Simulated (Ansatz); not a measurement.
(BeTe)4 cube (Be₄Te₄), 8 atoms. Hardware: 4 threads of Arm Neoverse V2 on a shared host.

In the def2 sets Te takes a core potential; there is no spin–orbit coupling. Correlated methods freeze 16 core orbitals; core or outer-core shells of Te are correlated, in sets that lack core-valence functions.

Q: How many basis functions does each of these Ansatz runs have, and roughly what does it cost? r2SCAN-D4/def2-TZVP, charge 0 triplet at the geometry of the charge 0 singlet, energy, from earlier orbitals; PBE0-D4/def2-SVP, charge 0 singlet, energy, from earlier orbitals; PBE0-D4/def2-TZVP, charge 0 singlet, energy and forces, from earlier orbitals; PBE0-D4/def2-TZVP, charge 1 doublet at the geometry of the charge 0 singlet, energy; PBE with 40 % exact exchange/def2-SVP, charge 0 singlet, energy, from earlier orbitals; PBE with 15 % exact exchange/def2-SVP, charge 0 singlet, energy, from earlier orbitals; PBE-D4/def2-TZVP, charge 0 singlet, energy, from earlier orbitals; MP2/def2-TZVP, charge 0 singlet, energy, from earlier orbitals; B3LYP-D4/def2-TZVP, charge 1 doublet at the geometry of the charge 0 singlet, energy, from earlier orbitals; PBE-D4/def2-TZVPD, charge 0 singlet, energy, from earlier orbitals; PBE-D4/def2-TZVP, charge 1 doublet at the geometry of the charge 0 singlet, energy, from earlier orbitals; B3LYP-D4/def2-SVP, charge -1 doublet at the geometry of the charge 0 singlet, energy, from earlier orbitals.

A: Other jobs shared the machine, so times can vary by a factor of up to 3. A dash marks memory too small to be measured apart from the calling script's.

| run | functions | fitting or Cholesky vectors | wall time | peak host memory (GiB) |
| --- | --- | --- | --- | --- |
| PBE with 15 % exact exchange/def2-SVP, charge 0 singlet, energy, from earlier orbitals | 140 | 1844 | 3.7 s | – |
| PBE with 40 % exact exchange/def2-SVP, charge 0 singlet, energy, from earlier orbitals | 140 | 1844 | 4 s | – |
| PBE0-D4/def2-SVP, charge 0 singlet, energy, from earlier orbitals | 140 | 1844 | 4.1 s | – |
| PBE-D4/def2-TZVP, charge 0 singlet, energy, from earlier orbitals | 276 | 2108 | 6 s | – |
| B3LYP-D4/def2-SVP, charge -1 doublet at the geometry of the charge 0 singlet, energy, from earlier orbitals | 140 | 1844 | 7 s | 0.79 |
| PBE-D4/def2-TZVPD, charge 0 singlet, energy, from earlier orbitals | 324 | 2424 | 8 s | 0.79 |
| MP2/def2-TZVP, charge 0 singlet, energy, from earlier orbitals | 276 | 2548 | 11 s | 1.2 |
| PBE0-D4/def2-TZVP, charge 0 singlet, energy and forces, from earlier orbitals | 276 | 2316 | 14 s | 1.4 |
| PBE-D4/def2-TZVP, charge 1 doublet at the geometry of the charge 0 singlet, energy, from earlier orbitals | 276 | 2108 | 29 s | 1.3 |
| B3LYP-D4/def2-TZVP, charge 1 doublet at the geometry of the charge 0 singlet, energy, from earlier orbitals | 276 | 2548 | 36 s | 1.8 |
| PBE0-D4/def2-TZVP, charge 1 doublet at the geometry of the charge 0 singlet, energy | 276 | 2548 | 57 s | 2 |
| r2SCAN-D4/def2-TZVP, charge 0 triplet at the geometry of the charge 0 singlet, energy, from earlier orbitals | 276 | 2108 | 85 s | 1.4 |
